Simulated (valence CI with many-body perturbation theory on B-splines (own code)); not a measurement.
Values are calculated unless marked as measured or tabulated.
# From CI to CI+MBPT in Zr XVII

Level of theory: valence CI with perturbative core correlation (CI+MBPT): six valence electrons over a frozen Dirac-Fock core [Ar], a basis of 7 s, 7 p, 8 d, 6 f, 4 g, 1 h functions for each j, with the one-electron correlation potential Σ1 (screened to all orders), the two-electron term Σ2, the three-electron term Σ3, Breit, model QED; selected single and double excitations, second order for the rest, scaled by the run's own slope (own B-spline code, finite nucleus).

No measured levels were compared; by estimate terms of the open shell hold to 2 to 4 % of their energy, and close levels can change places. Core correlation moves these levels by up to 8300 cm⁻¹, and in measured spectra 5 to 20 % of such shifts remained as error; rates that hang on mixing are uncertain with them. Among the levels kept, up to 710 cm⁻¹ of a level comes from second order outside the variational space, and about a tenth of that is noise between levels of different J, which matters for small intervals. Only levels of the ground parity were solved; by the run's estimate the other parity begins above the list, which can be wrong where configurations are misplaced.

Each rung adds one term. CI alone is the Dirac-Coulomb CI over the frozen core; QED comes last and gives the full result, which names the levels. Energies are above 3d6 5D_4 on the same rung, in cm⁻¹.

Names give the largest LS component (configuration and term), which can be under half, so a name can repeat, a term be missing and a line seem to break the LS rules; names also repeat where a configuration has a term twice. Letters in brackets count levels of one name in rising energy.

| Level | CI alone |
| --- | --- |
| 3d6 5D_3 | 10947 |
| 3d6 5D_2 | 15010 |
| 3d6 5D_1 | 19095 |
| 3d6 5D_0 | 20634 |
| 3d6 3F_4 [a] | 61501 |
| 3d6 3P_2 [a] | 66269 |
| 3d6 3H_6 | 67537 |
| 3d6 3H_5 | 68551 |
| 3d6 3F_3 [a] | 77847 |
| 3d6 3F_2 [a] | 81470 |
| 3d6 3H_4 | 81663 |
| 3d6 3P_0 [a] | 91653 |
| 3d6 3G_5 | 91736 |
| 3d6 3P_1 [a] | 94471 |
| 3d6 3G_4 | 96747 |
| 3d6 3G_3 | 100680 |

**Question.** What do these energies become with core correlation, Breit and QED?

**Answer.** 3d6 5D_3 11606 (+659); 3d6 5D_2 15473 (+463); 3d6 5D_1 19511 (+416); 3d6 5D_0 21115 (+481); 3d6 3F_4 [a] 59545 (-1956); 3d6 3P_2 [a] 62396 (-3874); 3d6 3H_6 64372 (-3165); 3d6 3H_5 66509 (-2042); 3d6 3F_3 [a] 75368 (-2479); 3d6 3F_2 [a] 78250 (-3221); 3d6 3H_4 79877 (-1786); 3d6 3P_0 [a] 88560 (-3093); 3d6 3G_5 89552 (-2184); 3d6 3P_1 [a] 90545 (-3926); 3d6 3G_4 94525 (-2223); 3d6 3G_3 98718 (-1961).

**Question.** How does the ionisation energy move along the ladder, and which term matters most?

**Answer.** CI alone 610.64, + Σ1 612.75, + Σ2 622.46, + Σ3 622.65, + Breit 622.51, + QED 622.54 eV. The largest step is Σ2, 9.70 eV. NIST lists 622 ± 3 eV (theoretical).
